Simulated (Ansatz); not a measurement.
C₂H₃F₂NSi, SMILES `C=C=N[SiH](F)F`. Total charge 0; spin multiplicity 1.

```
atom    x (Å)    y (Å)    z (Å)
  C1   0.0538  -2.2069   0.2146
  C2   0.2244  -0.9201   0.3465
  N3   0.4181   0.2616   0.5147
 Si4  -0.0819   1.7433  -0.1600
  F5  -0.9483   1.5520  -1.4705
  F6   1.2203   2.5317  -0.5772
  H7   0.7113  -2.7757  -0.4280
  H8  -0.7508  -2.7033   0.7389
  H9  -0.8468   2.5174   0.8210
```

(1) List the harmonic frequencies (cm⁻¹, unscaled) at PBE0-D4/def2-TZVP in Ansatz. (An estimate is asked.)

(2) Is this a minimum?

(3) Give the ideal-gas thermochemistry at 298.15 K and 1 bar (rigid rotor, harmonic oscillator; point group C1, symmetry number 1).

(4) And at 400, 500, 600, 800 and 1000 K?

## Answers

(1) The calculation gave: 50, 70, 255, 291, 299, 393, 477, 556, 653, 689, 831, 842, 912, 976, 977, 1262, 1440, 2188, 2340, 3191, 3283.

(2) Yes, all 21 modes are real.

(3) Zero-point energy 131.4 kJ/mol; H(298) − E = 152.5 kJ/mol; entropy 354.1 J/(mol·K), of which translation 167.1, rotation 114.9, vibration 72.1; G(298) − E = 46.9 kJ/mol. Modes under 100 cm⁻¹ are hindered rotations or soft bends, so the harmonic entropy is rough.

(4) 
```json
{"T (K)": "400", "H − E (kJ/mol)": "164.3", "S (J/mol/K)": "388.1", "G − E (kJ/mol)": "9.1"}
{"T (K)": "500", "H − E (kJ/mol)": "177.5", "S (J/mol/K)": "417.4", "G − E (kJ/mol)": "-31.2"}
{"T (K)": "600", "H − E (kJ/mol)": "191.8", "S (J/mol/K)": "443.5", "G − E (kJ/mol)": "-74.3"}
{"T (K)": "800", "H − E (kJ/mol)": "223.0", "S (J/mol/K)": "488.3", "G − E (kJ/mol)": "-167.6"}
{"T (K)": "1000", "H − E (kJ/mol)": "256.7", "S (J/mol/K)": "525.8", "G − E (kJ/mol)": "-269.1"}
```
